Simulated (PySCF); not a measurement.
System: sum formula SiH3S2Cl2 (charge +1, singlet). It need not be the lowest isomer of its formula. SMILES: [SH2+][Si](Cl)(Cl)S
Structure (B3LYP-D3(BJ)/def2-TZVP (Ansatz) minimum search):
```xyz
8

S      1.1804    -1.8174     0.1229
Si     0.2325     0.0354     0.0539
S     -2.0397    -0.2209    -0.5132
Cl    -0.0037     0.8319     1.8774
Cl     0.7795     1.2969    -1.4077
H      1.4783    -1.8081    -1.1926
H     -1.8727    -0.9968    -1.6062
H     -2.2994    -1.2662     0.3025
```
Charge +1, spin multiplicity 1.

Dispersion corrections to the total energy (kcal/mol) from the dftd3 and dftd4 libraries through PySCF: D3(BJ) without and D4 with the three-body term, each with the damping fitted for the functional named.

```csv
functional,D3(BJ),D4
TPSSh,-9.74,-9.24
CAM-B3LYP,-7.46,-6.84
TPSS,___,-10.19
r2SCAN,___,-1.73
BLYP,-17.71,-16.09
B2PLYP,-7.64,-5.32
PBE,-7.65,___
```

**Question.** What belongs in the gaps?

**Answer.** 
- TPSS, D3(BJ): -10.29
- r2SCAN, D3(BJ): -2.22
- PBE, D4: -7.55
